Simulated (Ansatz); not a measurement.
Reactions of H₄O₃SeTi, SMILES `[OH][Ti]([OH])([OH])[SeH]`.

Computed with Ansatz on PBE0-D4/def2-TZVP structures; ΔE is electronic, products minus reactants. CBS: MP2 limit from def2 TZ/QZ plus the TZ coupled-cluster correction, frozen cores. This one scheme is used for every species. DFT in def2-TZVPP. Elements past krypton have def2 core potentials. For Br, I, Se, Ti outer-core shells are correlated without core-valence functions, which leaves a few kJ/mol of doubt a bond. Scalar relativity is left out up to krypton. One conformer a species, not always the lowest.

```json
{"reaction": "`[OH][Ti]([OH])([OH])[SeH]` + NH₃ → `[NH2][Ti]([OH])([OH])[OH]` + H₂Se", "PBE0-D4 (eV)": "0.47", "CCSD(T)/CBS(def2) (eV)": "0.44"}
{"reaction": "`[OH][Ti]([OH])([OH])[SeH]` + H₂Se → `[OH][Ti]([OH])([SeH])[SeH]` + H₂O", "PBE0-D4 (eV)": "0.11", "CCSD(T)/CBS(def2) (eV)": "0.06"}
{"reaction": "`[OH][Ti]([OH])([OH])[SeH]` + H₂O → `[OH][Ti]([OH])([OH])[OH]` + H₂Se", "PBE0-D4 (eV)": "-0.12", "CCSD(T)/CBS(def2) (eV)": "-0.10"}
{"reaction": "`[OH][Ti]([OH])([OH])[SeH]` + HI → `[OH][Ti]([OH])([OH])[I]` + H₂Se", "PBE0-D4 (eV)": "-0.49", "CCSD(T)/CBS(def2) (eV)": "-0.49"}
{"reaction": "`[OH][Ti]([OH])([OH])[SeH]` + HBr → `[OH][Ti]([OH])([OH])[Br]` + H₂Se", "PBE0-D4 (eV)": "-0.57", "CCSD(T)/CBS(def2) (eV)": "-0.56"}
{"reaction": "`[OH][Ti]([OH])([OH])[SeH]` + H–F → `[OH][Ti]([OH])([OH])[F]` + H₂Se", "PBE0-D4 (eV)": "-0.66", "CCSD(T)/CBS(def2) (eV)": "-0.58"}
```

Largest T1 diagnostic: 0.024, for `[NH2][Ti]([OH])([OH])[OH]`.
